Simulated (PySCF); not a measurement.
C₆ coefficients of unlike pairs at wB97X

Calculated with PySCF 2.14 from the dipole response of each species, C₆(A,B) = (3/π) ∫ α_A(iu) α_B(iu) du, in atomic units, from isotropic polarisabilities. For ions this is the dispersion term alone; charge-induced terms of lower order in 1/R come first.

| species | configuration | basis | relativity | α (bohr³) | C₆ (like pair) |
| --- | --- | --- | --- | --- | --- |
| Hg | [Xe] 4f14 5d10 6s2 (1S) | aug-cc-pVTZ-PP with ECP60MDF (6s6p5d3f2g) | core potential | 39.05 | 381.7 |
| Cr | [Ar] 3d5 4s1 (7S) | aug-cc-pVTZ with one added diffuse shell each of s, p, d, f, g type (9s8p6d4f3g) | none | 91.51 | 811.8 |
| Mg | [Ne] 3s2 (1S) | aug-cc-pVQZ with one added diffuse shell each of s, p, d, f, g type (8s7p5d4f3g) | none | 74.82 | 671.9 |
| Fe³⁺ | [Ar] 3d5 (6S) | aug-cc-pVTZ-DK (8s7p5d3f2g) | spin-free X2C | 1.867 | 4.567 |

(1) Estimate C₆ for Fe³⁺ with Cr.

No spin-orbit coupling is included.

The other pairs:

```
    pair     C₆
Fe³⁺, Mg  31.13
  Mg, Cr  734.1
  Mg, Hg  464.2
Fe³⁺, Hg  34.07
  Cr, Hg  508.6
```

Answers

(1) The integral gives 35.88. The combination rule 2 C_A C_B / (C_A α_B/α_A + C_B α_A/α_B) gives 30.85 and the geometric mean 60.89.
